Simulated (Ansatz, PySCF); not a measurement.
ZnH, SMILES [ZnH+] (connectivity only; charge and spin as stated), charge +1, multiplicity 1.

Coordinates come from a PBE-D3(BJ)/def2-TZVPD optimisation. The spin state was assumed, not searched.

Vertical ionisation energy (IE) and electron affinity (EA) in eV. Rows of orbital energies are one-electron estimates. Where ΔSCF, EOM or ADC give a negative EA the extra electron is unbound and the value depends on the basis.

| level | IE | EA |
|---|---|---|
| −ε(HOMO), −ε(LUMO), ωB97X/def2-TZVPD (PySCF) | 18.99 | 8.04 |
| −ε(HOMO), −ε(LUMO), CAM-B3LYP/def2-TZVPD (PySCF) | 18.06 | 9.35 |
| −ε(HOMO), −ε(LUMO), PBE/def2-TZVPD (PySCF) | 15.65 | 11.24 |
| ΔSCF, CAM-B3LYP/def2-TZVPD (Ansatz), final states of multiplicity 2 and 2 | 19.71 | 7.95 |
| ΔSCF, PBE/def2-TZVPD (Ansatz), final states of multiplicity 2 and 2 | (withheld) | (withheld) |

Task: Some entries are withheld; supply them. (Estimate from the structure and the level; the computed values follow.)

Result: 
- ΔSCF, PBE/def2-TZVPD (Ansatz, a quantum-chemistry and plane-wave program), final states of multiplicity 2 and 2, IE: 19.82
- ΔSCF, PBE/def2-TZVPD (Ansatz), final states of multiplicity 2 and 2, EA: 7.85

Task: What vertical singlet–triplet gap does ΔSCF give with CAM-B3LYP/def2-TZVPD (Ansatz) and with PBE/def2-TZVPD (Ansatz)? (The exact figures need the calculation; the answer reports its results.)

Result: 3.77 and 3.82 eV (triplet above singlet where positive).
